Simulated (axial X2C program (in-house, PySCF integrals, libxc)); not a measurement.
# Testing model relations on YH

A bond curve at the CCSD(T) level, two-component, was computed with an in-house all-electron X2C program for linear molecules (integrals from PySCF) (basis Y dyall-cv3z [11s12p9d6f3g], H dyall-v3z [6s2p1d] (cores contracted in-house)) for the state Ω = 0 (closed shell). Its fit gives Re = 1.9353 Å, ωe = 1490.2 cm⁻¹, ωexe = 16.4 cm⁻¹ and αe = 8.808e-02 cm⁻¹; the masses are 88.9058 and 1.0078 u. Two-component means X2C with spin–orbit coupling and atomic mean-field Coulomb and Gaunt terms.

Correlated methods: 12 electrons correlated (number of frozen shells: Y 3 s, 2 p, 1 d; H none), 242 virtual spin orbitals or spinors in MP2, 90 natural virtuals in coupled cluster.

(1) Find the reduced mass, Be and the force constant.

(2) A Morse curve ties αe to the other constants (Pekeris). How well does that hold?

(3) Where do the fundamental and the first overtone lie?

(4) Scale the constants to the deuteride (D 2.0141 u) within the Born–Oppenheimer picture.

(5) Estimate the centrifugal constant by the Kratzer relation.

The state is one determinant whose occupation by symmetry is held fixed; it was picked as the lowest of a PBE0 search that is not exhaustive. CCSD and (T) use frozen natural virtuals with an MP2 correction for the truncation; (T) itself is uncorrected, so its De runs slightly low. PBE0 can misorder states that lie within some tenths of an eV, so this need not be the ground state of the molecule. The nearest other 2c determinant of the search, Ω = 1, lies 0.46 eV up at the distance of the search.

Results:

(1) From the CCSD(T) values: μ = 0.9965 u. Be = 16.8576/(μ Re²) = 4.517 cm⁻¹. k = 5.8918×10⁻⁷ μ ωe² = 1.3 mdyn/Å.

(2) αe(Morse) = 6Be²/ωe × (√(ωexe/Be) − 1) = 7.438e-02 cm⁻¹; the CCSD(T) curve gives 8.808e-02 cm⁻¹, a ratio of 0.84.

(3) ν(1←0) = ωe − 2ωexe = 1457.4 cm⁻¹; ν(2←0) = 2ωe − 6ωexe = 2882.0 cm⁻¹.

(4) ρ = √(μH/μD) = 0.7113; ωe = 1060.0, ωexe = 8.3, Be = 2.285 cm⁻¹; the zero-point energy falls by 213 cm⁻¹.

(5) D = 4Be³/ωe² = 1.66e-04 cm⁻¹.
